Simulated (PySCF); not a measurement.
**Ionising CBr**

UHF-CCSD(T); C def2-TZVPPD, Br def2-TZVPPD; no relativity (PySCF 2.14). Neutral (UHF): doublet (π ↑), Re = 1.824 Å, ωe = 733 cm⁻¹, De = 3.43 eV.

CBr⁺ (RHF): singlet (closed shell), Re = 1.707 Å, ωe = 967 cm⁻¹, De = 6.05 eV to C⁺ + Br. The energies at the minima are -2610.57036 hartree for CBr and -2610.25604 for CBr⁺.

(1) Work out the adiabatic ionisation energy, without and with harmonic zero-point energies (1 hartree = 27.2114 eV, 1 eV = 8065.5 cm⁻¹), and the change of the bond length.

CBr⁻ (UHF): triplet (π ↑↑), Re = 2.062 Å, ωe = 413 cm⁻¹, De = 1.45 eV to C + Br⁻. The energies at the minima are -2610.57036 hartree for CBr and -2610.62057 for CBr⁻.

(2) Work out the adiabatic electron affinity, without and with harmonic zero-point energies (1 hartree = 27.2114 eV, 1 eV = 8065.5 cm⁻¹), and the change of the bond length.

Correlated steps freeze 10 core orbitals. Spin–orbit coupling is left out. For an ion De counts to the pair picked by the measured ionisation energies or electron affinities, which need not be the lowest pair at this level. Where the molecule has an RHF reference, its open-shell atoms are computed with UHF. The CCSD T1 diagnostic is raised in CBr⁺, a sign that a single reference may not be enough there. States were picked by a PBE0 search and need not be the measured ground states.

Neutral and ion stand on different kinds of reference determinant, which adds to the error of the difference.

Answers

(1) At CCSD(T): 0.31432 hartree = 8.553 eV between the minima; the zero-point term (967.0 − 733.0)/2 cm⁻¹ = +0.015 eV makes it 8.568 eV. Re changes by -11.7 pm against the neutral. The electron leaves a π orbital, and the shorter bond of the ion fits an antibonding orbital, or a change in how ionic the bond is.

(2) At UHF-CCSD(T): 0.05021 hartree = 1.366 eV between the minima; the zero-point term (733.0 − 413.0)/2 cm⁻¹ = +0.020 eV makes it 1.386 eV. Re changes by +23.8 pm against the neutral. The electron enters a π orbital, and the ion is left as a loose complex of an ion and an atom.
